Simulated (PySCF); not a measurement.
## Field gradients at the hydrogen positions

Compound: C₃H₁₃FOSi₃.
Cartesian coordinates in Å at the GFN2-xTB level; atoms count from 1:
```xyz
21
C3H13FOSi3 angstrom
C     -2.2991    0.0715   -0.9381
C     -1.4742   -0.0017    0.3440
O     -0.4937   -1.0318    0.2531
C     -0.7481    1.2986    0.6446
Si     0.5743    1.0271    1.9975
Si     2.1423   -0.4786    1.2094
Si     1.9592   -0.9159   -1.0464
F      3.4423   -0.8752   -1.7073
H     -3.0103    0.8907   -0.8769
H     -2.8502   -0.8542   -1.1006
H     -1.6402    0.2391   -1.7876
H     -2.1401   -0.2357    1.1906
H     -0.9205   -1.8536   -0.0091
H     -1.4830    2.0468    0.9366
H     -0.2724    1.6570   -0.2686
H     -0.1608    0.5910    3.1965
H      1.0581    2.3781    2.3245
H      2.0183   -1.7463    1.9559
H      3.4989   -0.0195    1.5758
H      1.5109   -2.2457   -1.4579
H      1.2793    0.0755   -1.8790
```

Level: PBE0/pcSseg-1 (PySCF, non-relativistic); Q(2H) = 0.00286 b; rigid geometry, the same for H and D, with no vibrational averaging.

Question: Rank these positions by the coupling χzz of a deuteron there, largest first.
A. H20 (Si–H hydrogen)
B. H19 (Si–H hydrogen)
C. H13 (hydroxyl hydrogen)
D. H9 (methyl hydrogen)
E. H12 (methine hydrogen)

Answer: C (315 kHz), D (212 kHz), E (185 kHz), A (110 kHz), B (104 kHz).

Tabulate Vzz, the asymmetry η and χzz = 234.96 MHz × Q × Vzz for every hydrogen position.

```
atom  bonded to  bond length (Å)  Vzz (au)     η  χzz (kHz)
  H9         C1            1.087    0.3156  0.02        212
 H10         C1            1.090    0.3116  0.03        209
 H11         C1            1.088    0.3111  0.02        209
 H12         C2            1.102    0.2756  0.05        185
 H13         O3            0.962    0.4690  0.14        315
 H14         C4            1.089    0.3165  0.04        213
 H15         C4            1.090    0.3108  0.03        209
 H16        Si5            1.472    0.1594  0.02        107
 H17        Si5            1.472    0.1594  0.01        107
 H18        Si6            1.476    0.1586  0.02        107
 H19        Si6            1.478    0.1554  0.01        104
 H20        Si7            1.462    0.1632  0.02        110
 H21        Si7            1.462    0.1638  0.00        110
```

Average by the element that carries the hydrogen.

on C: 206 kHz over 6 positions, mean bond length 1.091 Å; on O: 315 kHz over 1 position, mean bond length 0.962 Å; on Si: 108 kHz over 6 positions, mean bond length 1.471 Å.

How does χzz go with the bond length over the 6 C–H bonds?

A straight-line fit has a slope of -18.0 kHz for each 0.01 Å, with a correlation coefficient of -0.98, over lengths from 1.087 to 1.102 Å. The longer bonds have the smaller couplings here.

Give the 2H NMR doublet splittings at H16 for a magnetic field along the z, y and x axes of the gradient: 3χ/2, 3χ(1 + η)/4, 3χ(1 − η)/4.

With |χ| = 107.1 kHz and η = 0.024: 161, 82 and 78 kHz, to first order and without motion.

Geometry: GFN2-xTB, one conformer, isolated molecule. GFN2-xTB bond lengths can be off by several hundredths of an ångström, more for odd bonds, and the gradients follow them. With so small a basis the couplings can be 20 % off.
